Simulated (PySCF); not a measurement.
Isomers C₆H₅F₃O:

A. `FC1=C[C@H](C(F)F)C=CO1`
B. `FC(F)(F)Cc1ccoc1`
C. SMILES C1C=C(C(F)(F)F)OC=C1
D. `C=CCC(=C=O)C(F)(F)F`

Spectrum 1. 13C{1H} NMR (computed): δ 149.1 (C), 148.4 (CH), 128.8 (C), 110.6 (CH), 105.9 (CH), 24.8 (CH2).

Spectrum 2. 13C{1H} NMR (computed): δ 148.0 (CH), 147.6 (CH), 134.6 (C), 122.5 (C), 120.2 (CH), 35.3 (CH2).

Spectrum 3. 13C{1H} NMR (computed): δ 197.9 (C), 143.2 (CH), 136.0 (C), 126.4 (CH2), 36.5 (C), 33.9 (CH2).

Spectrum 4. 13C{1H} NMR (computed): δ 169.8 (C), 149.5 (CH), 122.4 (CH), 105.0 (CH), 76.1 (CH), 44.3 (CH).

How the numbers were obtained: coordinates at the GFN2-xTB level, NMR shieldings at PBE0/pcSseg-1/GIAO, in PySCF (one averaged value for each set of equivalent atoms, single conformer, no solvent model, no relativistic terms).

References, each an isolated molecule treated in the same way: TMS for 13C. Splittings of carbon signals by F and P are missing where no couplings were computed. Shifts are as computed. Against solution values, carbons near 30 ppm lie about +3 ppm off and those near 130 ppm about +5 ppm. Of 1211 compounds with measured shifts, 218 miss one by over three times the rms of a fit or turn the order of signals round; such compounds aren't used in these exercises.

Task: Which spectrum belongs to which compound?

Result: 1–C, 2–B, 3–D, 4–A.

- Spectrum 1 (C): 6 13C signals; δC 149.1 is an alkene carbon bearing oxygen; δC 148.4 is an alkene carbon bearing oxygen.
- Spectrum 2 (B): 6 13C signals; δC 134.6 is a CF3 carbon; δC 35.3 is an sp3 CH2 on an aromatic ring.
- Spectrum 3 (D): 6 13C signals; δC 143.2 is an alkene CH; δC 136.0 is a CF3 carbon.
- Spectrum 4 (A): 6 13C signals; δC 169.8 is an alkene carbon bearing oxygen; δC 149.5 is an alkene carbon bearing oxygen.
